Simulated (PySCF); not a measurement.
A small calculation by hand: chemical shift, span and skew from a shielding tensor

BFClBr, SMILES FB(Cl)Br. Atoms are numbered in the order given.

```xyz
4

B     -0.4392    -0.5752     0.0000
F     -1.7362    -0.8025     0.0000
Cl     0.6641    -1.9327     0.0000
Br     0.1866     1.2273     0.0000
```
Charge 0, spin multiplicity 1.

The structure is a stationary point at TPSSh-D3(BJ)/def2-SVP.

GIAO shieldings from HF/pcSseg-2 run with PySCF, non-relativistic, no solvent. The symmetric part of the tensor of F2 has the principal values 95.7, 242.6, 372.7 ppm. The same nucleus in CFCl3 has σ = 237.3 ppm at this level (PySCF, at its B3LYP-D3(BJ)/def2-TZVP geometry). Without spin–orbit terms, shifts of atoms bonded to Cl or Br come out too high.

Work out the isotropic shielding, the ¹⁹F shift against CFCl3, the span and the skew.


σ(iso) = (σ11 + σ22 + σ33)/3 = 237.0 ppm. δ = σ(ref) − σ(iso) = 237.3 − (237.0) = 0.3 ppm.
Span Ω = σ33 − σ11 = 277.0 ppm. Skew κ = 3(σ(iso) − σ22)/Ω = -0.06. Tumbling in solution averages the tensor to δ; in a static solid the shielding alone would spread this spin-1/2 line over Ω.
